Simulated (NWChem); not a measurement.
GeHCl, singlet; SMILES [GeH][Cl]

Program: NWChem. Low-valent species are run as closed-shell singlets; no triplet was tried in these runs. B3LYP is NWChem's, with the RPA form of VWN correlation. The level has its own optimisation; frequencies are unscaled.

Estimate the computed values for B3LYP/3-21G. Quantities: r Ge–H (Å); r Cl–Ge (Å); highest harmonic frequency (cm⁻¹); lowest (cm⁻¹); zero-point energy (kcal/mol); dipole (D).


```json
{
 "r Ge–H (Å)": "1.619",
 "r Cl–Ge (Å)": "2.284",
 "highest harmonic frequency (cm⁻¹)": "1801",
 "lowest (cm⁻¹)": "376",
 "zero-point energy (kcal/mol)": "4.1",
 "dipole (D)": "2.99"
}
```
